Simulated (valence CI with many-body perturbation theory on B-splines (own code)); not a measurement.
**Level structure of Bi¹⁰⁺**

Method: configuration interaction combined with many-body perturbation theory (CI+MBPT): five valence electrons over a frozen Dirac-Fock core [Xe] 4f14, radial functions for each j: 7 s, 7 p, 8 d, 6 f, 4 g, 1 h, with the one-electron correlation potential Σ1 (screened to all orders), the two-electron term Σ2, the three-electron term Σ3, Breit, model QED; selected single and double excitations, second order for the rest, scaled by the run's own slope (own B-spline code, finite nucleus).

No measured levels were compared; by estimate terms of the open shell hold to 2 to 4 % of their energy, and close levels can change places. Among the levels kept, up to 880 cm⁻¹ of a level comes from second order outside the variational space, and about a tenth of that is noise between levels of different J, which matters for small intervals. Only levels of the ground parity were solved; by the run's estimate the other parity begins above the list, which can be wrong where configurations are misplaced.

Levels 46 to 50 of 50, with energies above the lowest level, (5d3/2^4 5d5/2) J=5/2. "Leading %" is the weight of the configuration and term that name the level; weights of strongly mixed levels are sums over their largest components and can fall short. In the jj column 3d3/2^4 stands for four electrons in 3d with j = 3/2. Lifetimes count E1, E2, E3, M1 and M2 decay at the calculated energies, and are blank where another channel may lead or the interval is too uncertain; long ones can be off by a factor of two.

```tsv
No.	Configuration	Term	J	E (eV)	Leading %	Second component	Lifetime	g	Leading jj
46	5d4 6s	4D	5/2	45.202	32	25 % 5d4 6s 4G	1.94 μs	1.017	5d3/2^3 5d5/2 6s (78 %)
47	5d4 6s	4H	9/2	46.275	36	34 % 5d4 6s 6D	3.15 μs	1.202	5d3/2^2 5d5/2^2 6s (74 %)
48	5d4 6s	4P	1/2	46.326	34	29 % 5d4 6s 6D	2.53 μs	2.175	5d3/2^2 5d5/2^2 6s (83 %)
49	5d4 6s	4G	7/2	46.923	28	20 % 5d4 6s 6D	2.29 μs	1.167	5d3/2^2 5d5/2^2 6s (53 %)
50	5d4 6s	2D	5/2	46.968	25	16 % 5d4 6s 4D	2.28 μs	1.222	5d3/2^2 5d5/2^2 6s (55 %)
```
